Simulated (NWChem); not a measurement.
Species: C2H6AlFS; SMILES C[S][Al]([CH3])[F]

```xyz
11

Al     0.0315     0.8178     0.0003
F      1.1952     2.0124     0.0007
C     -1.8523     1.2921     0.0006
H     -2.3749     0.8968     0.8871
H     -2.3749     0.8981    -0.8864
H     -1.9716     2.3868     0.0015
S      0.8259    -1.2046    -0.0006
C     -0.7036    -2.2103    -0.0005
H     -1.6168    -1.5995    -0.0028
H     -0.7085    -2.8474     0.8941
H     -0.7063    -2.8503    -0.8932
```
Atoms are numbered in this order, from 1.

Program: NWChem. Coordinates come from a PBE0/def2-SVP optimisation. Vzz is the largest principal value of the second derivative of the potential at the nucleus (NWChem prints the opposite sign); η is the asymmetry. Non-relativistic.

| level | Vzz Al1 (a.u.) | η Al1 | Vzz S7 (a.u.) | η S7 | relative time |
|---|---|---|---|---|---|
| B3LYP/def2-SVP | 0.806 | 0.39 | 1.907 | 0.53 | 1 |
| B3LYP/def2-TZVP | 1.048 | 0.42 | 2.146 | 0.47 | 3 |
| CAM-B3LYP/def2-SVP | 0.848 | 0.40 | 1.955 | 0.54 | 2 |
| CAM-B3LYP/def2-TZVP | 1.089 | 0.43 | 2.199 | 0.47 | 30 |

Times are rough ratios from one shared machine.
